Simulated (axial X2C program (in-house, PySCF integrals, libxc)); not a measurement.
## Levels of ZrSe⁺ by electron attachment to ZrSe²⁺ (EOM-EA-CCSD)

Computed with an in-house all-electron X2C program for linear molecules (integrals from PySCF): two-component X2C with atomic mean-field Coulomb and Gaunt terms, Gaussian nuclei, basis Zr dyall-acv3z, Se dyall-acv3z with contracted cores.

R = 2.275 Å (near the PBE0 minimum at charge 1 of the determinant lowest at the starting distance; the state shown can have its own minimum elsewhere).

Hartree–Fock spinors of ZrSe²⁺ (one of each Kramers pair; a window near the gap, which can cut inner shells):

```tsv
ω	occupied	ε (eV)	character
1/2	yes	-21.82	65% Se p, 22% Zr d, 4% Zr s
1/2	yes	-20.97	53% Se p, 34% Zr d, 4% Zr f
3/2	yes	-20.73	46% Zr d, 43% Se p, 4% Zr f
1/2	no	-11.51	50% Zr s, 28% Zr d, 11% Se p
3/2	no	-11.02	89% Zr d, 4% Se p, 2% Zr p
5/2	no	-10.98	97% Zr d
3/2	no	-10.78	53% Zr d, 23% Se p, 15% Zr p
1/2	no	-10.64	57% Zr d, 18% Se p, 16% Zr p
1/2	no	-9.70	46% Zr p, 31% Zr d, 10% Se p
```

Levels of ZrSe⁺ obtained by attaching an electron to ZrSe²⁺:

```json
{"Ω": "3/2", "binding energy (eV)": "12.723", "above lowest (cm⁻¹)": "0", "attached spinor": "97% Zr dδ", "one-particle weight": "0.94"}
{"Ω": "1/2", "binding energy (eV)": "12.723", "above lowest (cm⁻¹)": "0", "attached spinor": "47% Zr sσ, 33% Zr dσ, 12% Se pσ", "one-particle weight": "0.95"}
{"Ω": "5/2", "binding energy (eV)": "12.676", "above lowest (cm⁻¹)": "382", "attached spinor": "97% Zr dδ", "one-particle weight": "0.94"}
{"Ω": "1/2", "binding energy (eV)": "11.429", "above lowest (cm⁻¹)": "10438", "attached spinor": "58% Zr dπ, 18% Se pπ, 15% Zr pπ", "one-particle weight": "0.95"}
{"Ω": "3/2", "binding energy (eV)": "11.320", "above lowest (cm⁻¹)": "11316", "attached spinor": "46% Zr dπ, 27% Se pπ, 18% Zr pπ", "one-particle weight": "0.95"}
{"Ω": "1/2", "binding energy (eV)": "10.422", "above lowest (cm⁻¹)": "18564", "attached spinor": "46% Zr pσ, 27% Zr dσ, 12% Zr sσ", "one-particle weight": "0.95"}
{"Ω": "1/2", "binding energy (eV)": "8.360", "above lowest (cm⁻¹)": "35194", "attached spinor": "57% Zr pπ, 15% Se dπ, 11% Zr dπ", "one-particle weight": "0.96"}
{"Ω": "3/2", "binding energy (eV)": "8.243", "above lowest (cm⁻¹)": "36135", "attached spinor": "56% Zr pπ, 14% Se dπ, 11% Se pπ", "one-particle weight": "0.96"}
```

Take the first Ω = 1/2 and Ω = 3/2 rows of π character: how far apart are they, and which lies lower?

E(3/2) − E(1/2) = 11316 − 10438 = 878 cm⁻¹ at EOM-EA-CCSD: regular, Ω = 1/2 lower. Splittings at this level can be off by ten to twenty per cent.

This point took 24 s on 1 thread of Arm Neoverse V2, on a shared host.

Reference electrons by ω block (each with its −ω partner): 1/2: 24, 3/2: 10, 5/2: 2. 16 electrons of ZrSe²⁺ correlated (inner shells frozen), 88 natural virtual spinors (a truncated set); levels can be off by some tenths of an eV. Roots sought by Ω: (1/2: 5, 3/2: 4, 5/2: 2, 7/2: 1); the list ends where they run out and leaves out roots under 60 % one-particle weight. The solver can skip a root, and states that need a further excitation, which the method places far too high, are missing though they may lie low or lowest. T1 of the reference 0.035 (Lee–Taylor). The reference was not checked to be the lowest state of its species. Number of frozen shells: Zr 3 s, 2 p, 1 d; Se 3 s, 2 p, 1 d. Large amplitudes in the reference (orbital relaxation or multireference character) lower the reliability.
